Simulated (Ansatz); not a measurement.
Reaction (redistribution): `N[SiH](Cl)O[SiH3]` + `CNBCl` → `N[SiH2]O[SiH3]` + `CNB(Cl)Cl`

Program: Ansatz. Geometries: PBE0-D4/def2-TZVP. ΔE: electronic, gas phase. CCSD(T)/CBS adds triple-zeta CCSD(T) − MP2 to the extrapolated MP2 energy (def2 sets, frozen cores). Functionals use def2-TZVPP. B3LYP here is the variant with VWN-RPA as its local correlation; programs differ in this. One conformer a species, not always the lowest.

Question: Is it downhill or uphill in electronic energy at CCSD(T)/CBS, and by how much? (Best estimate.)

Answer: Ansatz gave: Uphill: ΔE = +40.9 kJ/mol.

Question: What do these levels give: B3LYP-D4, r2SCAN0-D4, ωB97M-V, B2PLYP, revPBE, BLYP, r2SCAN, PBE0, r2SCAN0, HF/def2-TZVPP, SCS-MP2/def2-TZVPP, MP2/def2-QZVPP? (An estimate is asked.)

Answer: The calculation gave: B3LYP-D4 40.1, r2SCAN0-D4 41.1, ωB97M-V 40.7, B2PLYP 38.6, revPBE 35.6, BLYP 36.9, r2SCAN 39.7, PBE0 37.4, r2SCAN0 40.8, HF/def2-TZVPP 45.7, SCS-MP2/def2-TZVPP 37.2, MP2/def2-QZVPP 38.8 kJ/mol.

Largest T1 diagnostic among the species: 0.011.

In def2-TZVPP, CCSD(T) changes the Hartree–Fock value by −8.2 kJ/mol (the triples alone add −1.4 kJ/mol) and MP2 by −9.1 kJ/mol. At CCSD(T), def2-SVP lies −20.5 kJ/mol from the extrapolated value and def2-TZVPP −3.4 kJ/mol. Leaving LDA and LC-ωPBE aside and taking each functional with its dispersion term where it has one, the values, not all of them listed here, spread over 8.1 kJ/mol, from revPBE-D4 to BHLYP-D4. LDA lies −3.7 kJ/mol from PBE without D4.
